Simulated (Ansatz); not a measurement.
Species: SiAsH$_{4}$, charge 0, doublet. SiAsH4 (SMILES [SiH2][AsH2], doublet).
B3LYP-D3(BJ)/def2-TZVP minimum from Ansatz (a program for electronic structure):
```xyz
6

Si    -1.5362     0.2922    -0.4070
As     0.7188    -0.1301     0.2069
H     -1.7894     1.7563    -0.2977
H     -2.4281    -0.4012     0.5642
H      1.2961     0.4154    -1.0938
H      0.7093    -1.5668    -0.3019
```
Charge 0, spin multiplicity 2.

Wanted: atomisation energy (electronic, to ground-state atoms), in kcal/mol. Radicals and triplets start from unrestricted determinants; spin-orbit coupling is neglected. Correlated methods leave the cores frozen (noble-gas shells, and filled d and f shells in the p block). No relativity. CBS(X,Y): correlation extrapolated as X^-3, Hartree-Fock from the larger set. A bracket is a step between two methods taken in the basis named. Double hybrids freeze cores in their MP2 part. Where a partner has so few electrons that a lower coupled-cluster level is exact, that level stands in.

CCSD(T)/CBS(def2-TZVPP,def2-QZVPP) + [CCSDT(Q) - CCSD(T)]/def2-TZVPP (Ansatz) gives 343.0 kcal/mol.

**Question.** How far off this value is PBE/def2-TZVPD (Ansatz), in which direction, and how far these levels: r2SCAN/def2-TZVPD, B3LYP/def2-TZVPD, PBE0/def2-TZVPD, wB97M-V/def2-TZVPD, B2PLYP/def2-TZVPD, CCSD(T)/CBS(def2-TZVPP,def2-QZVPP)?

**Answer.** PBE gives 342.8 kcal/mol, 0.2 kcal/mol below it. Differences of the others: r2SCAN/def2-TZVPD (Ansatz) 4.9; B3LYP/def2-TZVPD (Ansatz) 2.0; PBE0/def2-TZVPD (Ansatz) -3.2; wB97M-V/def2-TZVPD (Ansatz) 0.3; B2PLYP/def2-TZVPD (Ansatz) -5.8; CCSD(T)/CBS(def2-TZVPP,def2-QZVPP) (Ansatz) -0.4 kcal/mol.
